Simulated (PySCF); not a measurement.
## Name the molecule from its bond curve

A diatomic of charge 0 contains K. Its triplet curve at PBE0 in a double-zeta basis (no relativity, PySCF), in eV from the separated fragments:

R (Å), E (eV) and a bar:
```
    2.197     -0.769 ##############################
    2.300     -0.982 #############
    2.402     -1.096 ####
    2.478     -1.134 #
    2.555     -1.143 
    2.632     -1.131 #
    2.734     -1.091 ####
    2.862     -1.018 ##########
    3.015     -0.916 ##################
    3.219     -0.776 #############################
```

The fit gives ωe = 317 cm⁻¹ and the rotational constant Bₑ = 0.2527 cm⁻¹.

Task: Which atom is the partner?

Result: The minimum lies at 2.545 Å, so the reduced mass is 16.8576 u Å² cm⁻¹/(Bₑ·Re²) = 10.30 u. With K at 38.96 u the partner weighs about 14.0 u: N. The molecule is KN.

The state is the lowest determinant that a PBE0 search found; another state may lie lower at other levels.
